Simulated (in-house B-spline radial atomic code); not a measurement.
Atomic self-consistent-field run: Eu¹³⁺. Computed with an all-electron radial atomic-structure program (B-spline basis): scalar-relativistic (X2C) LDA exchange-only, spin-polarised, spherical fractional occupations, Fermi nucleus of rms radius 5.1115 fm.

Command:
```bash
python run_scf.py task.json out
```
Settings (nuclear radius in fm, mass in u):
```
Z                63
configuration    [Kr] 4d10 4f2 5s2
hamiltonian      x2c
method           lda,
spin_polarised   True
nucleus          fermi
rms_radius       5.1115
atomic_mass      152.92124
speed_of_light   137.035999084
```

Output (hartree, bohr):
```
 radial grid: 64 intervals, B-splines of order 8, outer radius 10.5839 bohr

 iter        energy (Eh)    residual
    1      -10727.754114    2.19e+00
    2      -10765.566077    1.12e+00
    3      -10778.708002    3.00e-01
    4      -10779.708837    7.34e-02
    5      -10779.753406    3.97e-02
    6      -10779.772298    2.94e-03
    7      -10779.772336    7.92e-05
    8      -10779.772336    2.58e-06
    9      -10779.772336    1.42e-07

 total energy                    -10779.77234
 kinetic                           11731.6008
 electron-nucleus                 -25990.4787
 Hartree                            3701.1582
 exchange-correlation               -222.0525

 orbital      occ     eigenvalue          <r>       <r^2>       <1/r>       r_max
 1s up      1.000     -1780.6747    0.0216324 0.000647114     75.0966     0.01337
 1s down    1.000     -1780.6750    0.0216324 0.000647114     75.0966     0.01337
 2s up      1.000      -300.5390    0.0945448   0.0106153     17.3102     0.08051
 2s down    1.000      -300.5375    0.0945437    0.010615     17.3104     0.08051
 2p up      3.000      -269.4199    0.0835107  0.00852956      15.361      0.0647
 2p down    3.000      -269.4189    0.0835096  0.00852929     15.3611      0.0647
 3s up      1.000       -73.7934     0.249489   0.0712473     6.20615      0.2294
 3s down    1.000       -73.7489     0.249394   0.0711927     6.20914      0.2293
 3p up      3.000       -64.0620     0.247696    0.071194     5.66368      0.2246
 3p down    3.000       -64.0181     0.247582   0.0711274     5.66656      0.2245
 3d up      5.000       -50.7799     0.226044   0.0600725     5.32757      0.1838
 3d down    5.000       -50.7455     0.225903   0.0599922     5.33028      0.1837
 4s up      1.000       -22.0888     0.556857    0.349604     2.62226      0.5241
 4s down    1.000       -21.9954     0.556982    0.349771     2.62122       0.524
 4p up      3.000       -18.8052     0.584398     0.38752     2.38502      0.5446
 4p down    3.000       -18.7134     0.584619    0.387833     2.38369      0.5445
 4d up      5.000       -14.1587     0.621617    0.444717     2.12872      0.5616
 4d down    5.000       -14.0691      0.62214    0.445534     2.12669      0.5616
 4f up      2.000        -9.0403     0.674834    0.536587     1.78226      0.5352
 5s up      1.000        -9.2354      1.13673     1.43736     1.21952         1.1
 5s down    1.000        -9.1840      1.14024     1.44611     1.21456       1.102
```

Run time, properties included: 0.21 s on 1 thread of Intel(R) Xeon(R) Platinum 8559C, with other jobs on the host.

One-electron X2C: radii and densities carry no picture-change correction, so inner-shell <1/r> comes out high (for 1s by about 2 % at Z = 33, 5 % at 54, 10 % at 75, 30 % at 118) and <r> low.
